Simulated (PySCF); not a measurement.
C₆ coefficients of unlike pairs at wB97X-V

Calculated with PySCF 2.14 from the dipole response of each species, C₆(A,B) = (3/π) ∫ α_A(iu) α_B(iu) du, in atomic units, from isotropic polarisabilities. For ions this is the dispersion term alone; charge-induced terms of lower order in 1/R come first.

```json
{"species": "Ti²⁺", "configuration": "[Ar] 3d2 (3F)", "basis": "dyall-av2z (16s12p7d2f)", "relativity": "none", "α (bohr³)": "4.739", "C₆ (like pair)": "14.19"}
{"species": "Ga", "configuration": "[Ar] 3d10 4s2 4p1 (2P)", "basis": "aug-cc-pVTZ-PP with ECP10MDF (6s5p4d2f)", "relativity": "core potential", "α (bohr³)": "56.08", "C₆ (like pair)": "472.4"}
{"species": "Si³⁺", "configuration": "[Ne] 3s1 (2S)", "basis": "aug-cc-pVDZ-DK (5s4p2d)", "relativity": "spin-free X2C", "α (bohr³)": "7.574", "C₆ (like pair)": "14.35"}
{"species": "P⁻", "configuration": "[Ne] 3s2 3p4 (3P)", "basis": "aug-cc-pV(Q+d)Z with one added diffuse shell each of s, p, d, f, g type (8s7p6d4f3g)", "relativity": "none", "α (bohr³)": "100.1", "C₆ (like pair)": "1123"}
```

(1) Estimate C₆ for Si³⁺ with Ti²⁺.

No spin-orbit coupling is included.

The other pairs:

```json
{"pair": "P⁻, Ga", "C₆": "725.0"}
{"pair": "Si³⁺, Ga", "C₆": "80.80"}
{"pair": "P⁻, Ti²⁺", "C₆": "97.47"}
{"pair": "Ga, Ti²⁺", "C₆": "66.02"}
{"pair": "P⁻, Si³⁺", "C₆": "122.0"}
```

Results:

(1) The integral gives 12.41. The combination rule 2 C_A C_B / (C_A α_B/α_A + C_B α_A/α_B) gives 12.87 and the geometric mean 14.27.
